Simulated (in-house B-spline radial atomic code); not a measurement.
Checks on a self-consistent run for Tb⁸⁺, [Kr] 4d9 4f7 5s2 5p2 6s1. Level of theory: Dirac-Hartree-Fock, average of configuration, Fermi nucleus of rms radius 5.06 fm; calculated with a B-spline radial code for spherical atoms.

```
orbital        q       ε (Eh)     <1/r>        <r²>  small-component weight
  1s1/2        2  -1927.76805   73.0907  0.00063147                0.058777
  2s1/2        2   -328.62173   17.4946  0.00981259                 0.01305
  2p1/2        2   -311.80184   17.4279  0.00714035                0.013053
  2p3/2        4   -284.28991   15.3448  0.00836421                0.012081
  3s1/2        2    -79.05915   6.40445   0.0648828               0.0041775
  3p1/2        2    -71.74092   6.30574   0.0605303               0.0041028
  3p3/2        4    -65.94624    5.7812   0.0673925               0.0038367
  3d3/2        4    -53.53053   5.64036   0.0538774               0.0036898
  3d5/2        6    -52.28207   5.51005   0.0558055                0.003612
  4s1/2        2    -20.76016   2.66893     0.32583               0.0013195
  4p1/2        2    -17.78291   2.55789    0.343056               0.0012385
  4p3/2        4    -16.45965   2.39109    0.377479               0.0011541
  4d3/2      3.6    -11.60396   2.18986     0.42188               0.0010005
  4d5/2      5.4    -11.35881   2.14686     0.43518               0.0009754
  4f5/2        3     -5.63324   1.75754    0.586489              0.00067924
  4f7/2        4     -5.59770   1.74298    0.595349              0.00067066
  5s1/2        2     -6.39700   1.12318     1.58227              0.00034641
  5p1/2  0.66667     -5.51729   1.04315     1.80964              0.00030863
  5p3/2   1.3333     -5.26253  0.989858     1.96567               0.0002881
  6s1/2        1     -3.02493  0.573922     5.82548              0.00012634
```

Electron-electron repulsion V_ee = 4009.1956 hartree.

(1) What total energy follows from the eigenvalues?

(2) Does the Dirac virial theorem hold?

(3) What diamagnetic shielding (Lamb formula) and susceptibility (Langevin formula) do the radii give?

## Answers

(1) The eigenvalues count the repulsion twice, so E = Σqε - V_ee = -7678.583 - 4009.196 = -11687.779 hartree; the run printed -11687.779.

(2) For a point nucleus E = -2c²Σq·w, with w the small-component weight. Here Σq·w = 0.31115 and c = 137.0360, so the ratio E/(-2c²Σq·w) is 1.000139; the finite nucleus accounts for the departure from 1.

(3) σ = (α²/3)Σq<1/r> = 438.147/(3·137.036²) = 7777.3 ppm, and χ = -0.79199×10⁻⁶·Σq<r²> = -19.65×10⁻⁶ cm³/mol with Σq<r²> = 24.814 bohr². Both are non-relativistic formulas without the paramagnetism of open shells; for so heavy an element the full relativistic shielding is larger by tens of per cent.
